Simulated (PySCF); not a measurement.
A geometry optimisation, step by step.

Compound: Sn(NH2)2.
Bonds: Sn1–N2, Sn1–N5. Hydrogens: H3, H4 on N2; H6, H7 on N5.

Computed by this run: PBE0-D3(BJ)/def2-SVP geometry optimisation, gas phase, def2 core potentials past Kr (PySCF); density fitting, grid level 1; the optimiser is geomeTRIC in internal coordinates, started from a GFN2-xTB structure with every atom displaced at random (about 0.03 Å). The frame can shift and turn from step to step; on so coarse a grid that alone can change the energy by a few meV, and forces under 0.02 eV/Å are noise.

Step 0: E = -8871.2930 eV, largest atomic force 2.582 eV/Å
```
atom  x, y, z in Å  |  force x, y, z in eV/Å
Sn1     0.068    0.571   -1.252   -1.591   0.579  -1.119
N2      1.481   -0.026   -0.042   -0.440  -0.394   0.894
H3      2.428    0.035   -0.246    2.309   0.426  -1.075
H4      1.477   -0.454    0.849   -0.684  -0.605   1.317
N5     -1.506    0.022   -0.054    0.492  -0.466   0.951
H6     -2.498    0.171   -0.195    0.030   0.097  -0.227
H7     -1.358   -0.420    0.871   -0.116   0.362  -0.741
```

Step 1: E = -8871.4837 eV, largest atomic force 0.436 eV/Å
```
atom  x, y, z in Å  |  force x, y, z in eV/Å
Sn1     0.014    0.591   -1.276    0.285  -0.142   0.298
N2      1.498   -0.048    0.002    0.018   0.145  -0.331
H3      2.458    0.065   -0.319   -0.095  -0.066   0.159
H4      1.473   -0.491    0.920   -0.123   0.095  -0.199
N5     -1.495    0.022   -0.047   -0.195  -0.100   0.246
H6     -2.484    0.166   -0.215   -0.001   0.068  -0.163
H7     -1.373   -0.407    0.866    0.110   0.001  -0.010
```

Step 2: E = -8871.5025 eV, largest atomic force 0.210 eV/Å
```
atom  x, y, z in Å  |  force x, y, z in eV/Å
Sn1     0.015    0.592   -1.274    0.037  -0.026   0.057
N2      1.499   -0.038   -0.023    0.206   0.004  -0.040
H3      2.479    0.052   -0.286   -0.146   0.010  -0.002
H4      1.432   -0.480    0.890   -0.133   0.029  -0.054
N5     -1.493    0.018   -0.035   -0.020  -0.037   0.098
H6     -2.481    0.161   -0.216    0.041   0.030  -0.077
H7     -1.359   -0.407    0.877    0.016  -0.011   0.020
```

Step 3: E = -8871.5076 eV, largest atomic force 0.196 eV/Å
```
atom  x, y, z in Å  |  force x, y, z in eV/Å
Sn1     0.018    0.594   -1.275   -0.091   0.028  -0.054
N2      1.497   -0.034   -0.036    0.182  -0.041   0.061
H3      2.480    0.049   -0.276   -0.045   0.010  -0.012
H4      1.392   -0.476    0.873   -0.055   0.002   0.000
N5     -1.478    0.015   -0.023    0.002  -0.008   0.033
H6     -2.462    0.159   -0.223    0.002   0.009  -0.025
H7     -1.355   -0.409    0.892    0.006   0.000  -0.003
```

Step 4: E = -8871.5084 eV, largest atomic force 0.044 eV/Å
```
atom  x, y, z in Å  |  force x, y, z in eV/Å
Sn1     0.015    0.595   -1.276   -0.024   0.006  -0.013
N2      1.501   -0.035   -0.039    0.036  -0.016   0.020
H3      2.485    0.048   -0.273   -0.003   0.009  -0.014
H4      1.383   -0.475    0.868   -0.017  -0.003   0.009
N5     -1.477    0.015   -0.018    0.012   0.006   0.000
H6     -2.458    0.159   -0.226    0.001  -0.002   0.001
H7     -1.356   -0.409    0.897   -0.004  -0.001  -0.002
```

Step 5: E = -8871.5085 eV, largest atomic force under 0.02 eV/Å
```
atom  x, y, z in Å  |  force x, y, z in eV/Å
Sn1     0.014    0.595   -1.276    0.000   0.000  -0.001
N2      1.502   -0.036   -0.040    0.001  -0.005   0.000
H3      2.485    0.048   -0.274    0.001   0.002  -0.001
H4      1.381   -0.476    0.868   -0.001   0.001   0.001
N5     -1.476    0.016   -0.017    0.001   0.007  -0.002
H6     -2.458    0.160   -0.227   -0.001  -0.003   0.002
H7     -1.357   -0.409    0.897   -0.001  -0.002   0.001
```

Q: Summarise the path.

A: The energy falls by 4.97 kcal/mol from step 0 to step 5; nine tenths of that is first reached at step 2. It falls at every step. The largest force goes from 2.582 to under 0.02 eV/Å. Among the bonds Sn1–N2 changes most, from 1.954 to 2.035 Å; the atoms move by 0.059 Å rms after alignment.

Q: Follow the three bonds and two angles with the largest change from start to end.

A: 
```tsv
step	E above end (kcal/mol)	largest force (eV/Å)	Sn1–N2 (Å)	N2–H3 (Å)	N2–H4 (Å)	H3–N2–H4 (°)	Sn1–N2–H4 (°)
0	4.97	2.582	1.954	0.970	0.989	102.8	133.4
1	0.57	0.436	2.059	1.019	1.019	110.7	132.5
2	0.14	0.210	2.041	1.018	1.017	109.6	129.5
3	0.02	0.196	2.030	1.015	1.015	110.3	127.3
4	0.00	0.044	2.034	1.014	1.015	110.7	126.3
5	0.00	under 0.02	2.035	1.014	1.015	111.0	126.2
```

The cost below is that of the whole optimisation. Hardware: one thread, Arm Neoverse V2 (aarch64), no GPU, shared host with 32 logical CPUs at a one-minute load of 14. Cost: 11 s wall, 0.29 GiB resident at most.
